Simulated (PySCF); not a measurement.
# Calculated properties of `CCO[SiH2]O[C@@H]1[CH]C1` [radical]

Species: C₅H₁₁O₂Si (doublet state).
SMILES with atom numbers: `[CH3:1][CH2:2][O:3][SiH2:4][O:5][C@@H:6]1[CH:7][CH2:8]1` (hydrogens: H9, H10, H11 on C1; H12, H13 on C2; H14, H15 on Si4; H16 on C6; H17 on C7; H18, H19 on C8)

GFN2-xTB geometry:

```yaml
Point_group_of_the_GFN2-xTB_geometry: C1
Rotational_constants_A_B_C_of_the_GFN2-xTB_geometry: 2.584, 1.036, 0.795 GHz
```

**UKS B3LYP, pcH-1 on C H O Si, non-relativistic, mean-field spin-orbit, GIAO (PySCF)**

```yaml
Isotropic_g_value: 2.00271
Principal_g_values: 2.00219, 2.00257, 2.00337
Spin_squared_⟨S²⟩: 0.753
Largest_Mulliken_spin_population: 0.93 on C7
Largest_isotropic_hyperfine_couplings_means_over_sets_of_like_nuclei: 13C +278.9 (C7), 1H +102.2 (H19), 1H +58.3 (H18), 1H +53.7 (H16), 13C -22.3 (C8) MHz
```

Monoisotopic mass (most abundant isotopes): 131.0528 u.

With B = h/(8π²I), that is 505.379 GHz u Å² over I, the principal moments of inertia are 195.6, 487.9 and 635.8 u Å² (most abundant isotopes). ⟨S²⟩ is 0.003 above the pure-spin value S(S + 1) = 0.75. The rotational constants make it an asymmetric top with κ = (2B − A − C)/(A − C) = -0.73, nearer the prolate limit (−1). g_iso is shifted by about +390 ppm from the free-electron value 2.002319; the principal values span 0.0012.

The structure is a single GFN2-xTB conformer in the gas phase; no vibrational or solvent corrections. GFN2-xTB frequencies show an imaginary mode (20i cm⁻¹), so this geometry is no minimum at that level. Hyperfine couplings depend on the geometry, which wasn't re-optimised at a DFT level.

Shape of the structure used: `[CH3:1][CH2:2][O:3][SiH2:4][O:5][C@@H:6]1[CH:7][CH2:8]1`: C1–C2–O3–Si4 -164°, C2–O3–Si4–O5 54°, O3–Si4–O5–C6 62°, Si4–O5–C6–C7 -84°.
